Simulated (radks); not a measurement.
Ionisation of the titanium ion Ti2+, [Ar] 3d2, to [Ar] 3d1 as the strength of local exchange is varied. All-electron calculation, non-relativistic Kohn-Sham, Slater X-alpha exchange (alpha = 2/3 is LDA exchange), no correlation, spin-polarised, spherical densities, point nucleus; open shells are filled with parallel spins first. Program: a radial shooting solver on a logarithmic mesh with Libxc functionals.

| alpha | E(Ti2+) (hartree) | exchange (hartree) | IE (eV) | -e of the level emptied (eV) | <r> of it (bohr) |
|---|---|---|---|---|---|
| 0.667 | -844.84564 | -37.79047 | 26.564 | 19.503 (3d) | 1.435 |
| 0.705 | -847.00108 | -40.03486 | 27.323 | 20.174 (3d) | 1.412 |
| 0.834 | -854.35492 | -47.72610 | 29.998 | 22.567 (3d) | 1.344 |
| 0.836 | -854.46938 | -47.84622 | 30.040 | 22.606 (3d) | 1.343 |
| 0.939 | -860.38226 | -54.06824 | 32.288 | 24.646 (3d) | 1.295 |

NIST Atomic Spectra Database: 27.492 eV (measured). The Delta-SCF value meets it near alpha = 0.71. Open shells are spherical and high-spin; term and fine-structure splittings are not resolved.
